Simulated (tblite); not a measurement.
C₂H₉ClFSi₃ (doublet state).
SMILES with atom numbers: `[CH3:1][C@@H:2]([F:3])[SiH:4][Si@H:5]([SiH3:6])[Cl:7]` (hydrogens: H8, H9, H10 on C1; H11 on C2; H12 on Si4; H13 on Si5; H14, H15, H16 on Si6)

Structure optimised with GFN2-xTB, isolated species. This method treats the open shell by occupation alone, without spin polarisation.

Problem. What internal coordinates does the optimisation give?

Solution. 
```csv
bond,length (Å),order
C1–C2,1.516,single
C2–F3,1.401,single
C2–Si4,1.938,single
Si4–Si5,2.296,single
Si5–Si6,2.342,single
Si5–Cl7,2.080,single
"C1–H8, C1–H9, C1–H10",1.087,single
C2–H11,1.098,single
Si4–H12,1.479,single
Si5–H13,1.477,single
"Si6–H14, Si6–H15, Si6–H16",1.466,single
```

Bonds in one row agree within 0.01 Å and their mean is given. Orders are formal, as drawn. A selection of angles:
```csv
angle,degrees
C2–C1–H8,109.2
C2–C1–H9,111.1
H8–C1–H9,109.0
C1–C2–F3,108.8
C1–C2–Si4,115.3
C1–C2–H11,109.7
F3–C2–Si4,106.2
F3–C2–H11,104.4
Si4–C2–H11,111.8
C2–Si4–Si5,108.0
C2–Si4–H12,102.4
Si5–Si4–H12,127.5
Si4–Si5–Si6,125.9
Si4–Si5–Cl7,103.4
Si4–Si5–H13,105.2
Si6–Si5–Cl7,107.6
Si6–Si5–H13,110.2
Cl7–Si5–H13,101.9
Si5–Si6–H14,111.1
Si5–Si6–H15,107.1
Si5–Si6–H16,115.3
H14–Si6–H15,108.0
```

Torsions: C1–C2–Si4–Si5 -149° (anticlinal); C2–Si4–Si5–Si6 -38° (synclinal).

Si5 (silicon bonded to Cl, 2 Si and H) has angles from 101.9° to 125.9°. Si4 (silicon bonded to C, Si and H) is pyramidal (angles 127.5°, 108.0° and 102.4°, sum 337.9°, 0.50 Å off the plane of its three neighbours). The Si–Si distances run from 2.296 Å (Si4–Si5, drawn single) to 2.342 Å (Si5–Si6, drawn single), a spread of 0.046 Å. Si6 (silicon bonded to Si and 3 H) is distorted tetrahedral (angles from 107.1° to 115.3°).

Point group: C1 (no symmetry element, even within 0.4 Å). Its GFN2-xTB frequencies are all real (lowest 30 cm⁻¹).

The run took 5.0 s wall on one thread, Intel Xeon at 2.50 GHz (x86_64), no GPU, shared host with 64 logical CPUs at a one-minute load of 60. This is the geometry optimisation.

One conformer stands for the species.

All values are computed, not measured.
